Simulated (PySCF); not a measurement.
1-bromo-1-fluorocyclopropane (C₃H₄BrF), SMILES FC1(Br)CC1.

The structure is a stationary point at B3LYP-D3(BJ)/def2-SVP.

All values below come from PySCF with SMD-M06-2X/def2-SVP.

Solvation free energies are E(SMD) − E(gas) at the gas-phase geometry, for 1 M in both phases. Bromine has the revised SMD18 radius of 2.60 Å. In vacuum the dipole moment is 2.17 D.

Estimate the solvation free energies in water, toluene, n-hexane. (An estimate is asked for; the answer gives what the named calculation found.)


```csv
solvent,ΔG(solv) (kcal/mol),its non-electrostatic (CDS) part,dipole (D)
water,-1.8,1.8,2.81
toluene,-4.9,-3.2,2.48
n-hexane,-4.5,-3.2,2.41
```
